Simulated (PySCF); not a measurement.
Species: CH₇OSi₂ (doublet state).
Geometry (GFN2-xTB, Å), atoms numbered from 1 in this order:
```xyz
11
CH7OSi2 angstrom
C     -1.886    0.301    0.133
O     -1.204   -0.840   -0.260
Si     0.299   -0.974   -0.911
Si     1.884    0.270    0.168
H     -2.124    0.932   -0.728
H     -1.296    0.890    0.843
H     -2.817   -0.006    0.612
H      0.255   -2.435   -0.965
H      2.144    0.200    1.619
H      3.168   -0.029   -0.473
H      1.582    1.694   -0.065
```

The hyperfine couplings belong to this conformer and change with its torsions.

As a line formula: `O(C)[SiH][SiH3]` [radical].

Computed with UKS B3LYP, pcH-1 on C H O Si, non-relativistic, mean-field spin-orbit, GIAO (PySCF 2.14.0). Geometry: GFN2-xTB, one conformer, isolated molecule. A GFN2-xTB geometry isn't a minimum of the functional, and hyperfine couplings can be far from their values at a DFT geometry, by a factor of two or more for some ions and for spin on atoms past the first row. Stability of the SCF solution: not tested.

Task: The isotropic 29Si couplings are -410.0, -104.2 MHz. Assign them to Si3; Si4.

Result: 
```json
{"site": "Si3", "a_iso (MHz)": "-410.0", "ρ(0) (bohr⁻³)": "+0.4624", "position": "largest spin population", "distance from Si3 (Å)": "0.00", "spin population": "+0.78", "largest |T| (MHz)": "143.0"}
{"site": "Si4", "a_iso (MHz)": "-104.2", "ρ(0) (bohr⁻³)": "+0.1174", "position": "1 bond from Si3", "distance from Si3 (Å)": "2.29", "spin population": "+0.07", "largest |T| (MHz)": "19.2"}
```

Task: The isotropic 1H couplings, averaged over equivalent nuclei, are +54.0, +26.4, +5.3 MHz. Assign them to H5/H6/H7; H8; H9/H10/H11.

Result: 
| site | a_iso (MHz) | ρ(0) (bohr⁻³) | position | distance from Si3 (Å) | bound to | spin population there | largest \|T\| (MHz) |
| --- | --- | --- | --- | --- | --- | --- | --- |
| H5/H6/H7 | +5.3 | +0.0012 | 3 bonds from Si3 | 3.23 | C1 | -0.01 | 3.9 |
| H8 | +54.0 | +0.0121 | 1 bond from Si3 | 1.46 | Si3 | +0.78 | 7.6 |
| H9/H10/H11 | +26.4 | +0.0059 | 2 bonds from Si3 | 3.16 | Si4 | +0.07 | 3.7 |

ρ(0) is the spin density at the nucleus and T the dipolar tensor; a_iso includes a spin–orbit part; entries for several nuclei are means. The largest Mulliken spin populations are on Si3 (+0.78), O2 (+0.09) and Si4 (+0.07). No atom but Si3 exceeds +0.15. The angles at Si3 add up to 333.3°, so it is pyramidal.

Means are taken over nuclei equivalent by connectivity, which assumes that they swap fast. The three 1H nuclei of mean +26.4 MHz run from -6.8 to 89.4 MHz in the frozen geometry. The three 1H nuclei of mean +5.3 MHz run from 1.7 to 11.0 MHz in the frozen geometry.
